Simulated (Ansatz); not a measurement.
Input for Ansatz (development build ahead of 0.2.0):

```yaml
crystal:
  periodic: [false, false, false]
  atoms:
    - { symbol: Cu, position_ang: [-0.04197, -0.02032, -0.03116] }
    - { symbol: H, position_ang: [-0.04689, -0.00519, 1.41034] }
basis:
  gaussian: { orbitals: def2-TZVP }
hamiltonian:
  xc: hf
correlation:
  method: mp2
  frozen_orbitals: { Cu: 5, H: 0 }
```

The input is written out in the form of the current development build from the run's settings.

Results

```yaml
Converged: yes
Reference_energy: -1639.46951 hartree
Correlation_energy: -0.70842 hartree
Total_energy: -1640.17793 hartree
Spin_squared_of_the_determinant: 0.000
```
